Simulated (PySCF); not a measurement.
HO2, SMILES [O]O (connectivity only; charge and spin as stated), charge -1, multiplicity 1.

The structure is a stationary point at B3LYP-D3(BJ)/def2-TZVPD. The multiplicity is an assumed one; other spin states were not compared. The isomer is the one that the SMILES or the coordinates give; other isomers of the formula were not compared.

Two levels are set side by side: PBE/def2-TZVPD (PySCF) and B3LYP/def2-TZVPD (PySCF). Same geometry, gas phase. Differences are taken from unrounded values.

```
quantity                     B3LYP   PBE  PBE minus B3LYP
---------------------------  -----  ----  ---------------
orbital gap (eV)              3.26  1.54            -1.72
highest occupied level (eV)   1.39  2.75             1.36
lowest empty level (eV)       4.65  4.28            -0.36
mean polarisability (bohr³)   27.2  31.1              3.9
```

PBE's occupied levels lie high since its potential decays too fast outside the molecule; exact exchange lowers them and widens the gap. PBE's more diffuse valence density responds more strongly to a field. Differences between two approximate levels are no errors against the true value.

Rough cost on one machine, each run with all the roots and properties that it gave: B3LYP against PBE within a factor of 2.
